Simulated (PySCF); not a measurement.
# Co⁺ (cobalt, charge +1) across methods

[Ar] 3d7 4p1, one real determinant (an excited configuration). Computed with PySCF 2.14 in x2c-QZVPPall (11s7p5d4f2g, 103 functions), with scalar relativity by spin-free X2C-1e.

| method | E (hartree) | mean ε 3d α (eV) | mean ε 3d β (eV) | mean ε 4p α (eV) | Σ⟨r²⟩ (bohr²) | ⟨S²⟩ |
| --- | --- | --- | --- | --- | --- | --- |
| r2SCAN | -1392.757 | -19.913 | -17.376 | -9.057 | 28.24 | 6.003 |
| r2SCANh | -1392.744 | -20.932 | -18.302 | -9.274 | 28.27 | 6.003 |
| UHF | -1391.48286 | -29.436 | -25.779 | -10.814 | 29.34 | 6.004 |
| PBE | -1392.541 | -19.548 | -17.098 | -8.940 | 28.45 | 6.001 |
| LDA | -1390.104 | -19.839 | -17.114 | -8.990 | 28.25 | 6.001 |
| PBE0 | -1392.560 | -22.168 | -19.456 | -9.521 | 28.49 | 6.002 |

⟨L²⟩ = 13.95 against 20 for a pure G term, so this real determinant mixes terms.
